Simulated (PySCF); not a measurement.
**Broadened absorption spectrum of GaH2(tBu)**

Species: GaH2(tBu), C₄H₁₁Ga.
Geometry (PBE0-D3(BJ)/def2-SVP, Å), atoms numbered from 1 in this order:
```
atom  x, y, z in Å
Ga1    0.978    1.719    0.013
H2     2.553    1.795    0.093
H3     0.136    3.055   -0.017
C4     0.009   -0.031   -0.011
C5    -0.776   -0.121    1.301
C6     0.983   -1.201   -0.120
C7    -0.967   -0.043   -1.189
H8    -1.362   -1.060    1.336
H9    -0.116   -0.127    2.186
H10   -1.490    0.711    1.418
H11    1.701   -1.222    0.716
H12    1.568   -1.168   -1.053
H13    0.439   -2.165   -0.109
H14   -0.450    0.011   -2.162
H15   -1.684    0.793   -1.144
H16   -1.557   -0.980   -1.192
```

Theory: TDDFT CAM-B3LYP/def2-SVPD, vertical, gas phase, core orbitals frozen in the response in PySCF 2.14.0, density-fitted response routines. The CAM-B3LYP/def2-SVPD calculation is non-relativistic and has no spin–orbit coupling, an omission that weighs most on gallium.

Broadening: Gaussians 0.5 eV wide at half height, area fixed by f = 4.319×10⁻⁹ ∫ε dν̃. The width is an assumption, not a result. The curve ends short of the highest state used, and states not computed would add to its high-energy end.

λ (nm), ε (L mol⁻¹ cm⁻¹) and a bar:
```
    154.0      20436 ##############################
    159.7      16128 ########################
    165.5      12102 ##################
    171.2      17855 ##########################
    176.9      12232 ##################
    182.6       3235 #####
    188.3        632 #
    194.0        201 
    199.8         50 
    205.5          7 
    211.2          1 
    216.9          0 
    222.6          1 
    228.3          1 
    234.0          1 
    239.8          1 
    245.5          1 
    251.2          0 
    256.9          0 
    262.6          1 
    268.3          3 
    274.1          5 
    279.8          9 
    285.5         11 
    291.2         12 
    296.9         12 
    302.6         10 
    308.3          7 
    314.1          4 
    319.8          3 
    325.5          1 
    331.2          1 
    336.9          0 
    342.6          0 
    348.4          0 
    354.1          0
```

Task: Locate the maxima and give the states behind the curve.

Result: 292 nm (4.25 eV), ε about 12, made up of S1 (100%); 172 nm (7.21 eV), ε about 18000, made up of S4 (85%); 156 nm (7.97 eV), ε about 22000, made up of S8 (12%), S9 (37%) and S10 (43%) (ε in L mol⁻¹ cm⁻¹; maxima over ε = 5, shares over 10%). The states used: S1 4.25 eV (f 0.0002); S2 5.31 eV (f 0.0000); S3 6.62 eV (f 0.0061); S4 7.18 eV (f 0.286); S5 7.21 eV (f 0.031); S6 7.22 eV (f 0.0001); S7 7.60 eV (f 0.095); S8 7.90 eV (f 0.050); S9 7.97 eV (f 0.150); S10 8.03 eV (f 0.181); S11 8.12 eV (f 0.0022); S12 8.13 eV (f 0.0049); S13 8.19 eV (f 0.0034); S14 8.31 eV (f 0.0024); S15 8.65 eV (f 0.019).

Task: On this curve, what absorbance would a 10⁻⁵ mol/L sample give at 193 nm over a 1 cm path?

Result: 193 nm is 6.424 eV, where ε is about 240 L mol⁻¹ cm⁻¹, so A = ε c l ≈ 0.0024 (Beer–Lambert, with the gas-phase spectrum and the assumed width).

Task: What would ε be at 7.97 eV, the highest of these maxima, with half the width (0.25 eV)?

Result: About 37300 L mol⁻¹ cm⁻¹ against 21600, a factor of about 1.7; a lone state at its own centre would give exactly 2.

Task: Coming from long wavelengths, where does ε first pass 100 L mol⁻¹ cm⁻¹?

Result: At about 197 nm (6.29 eV), 2.04 eV above S1.
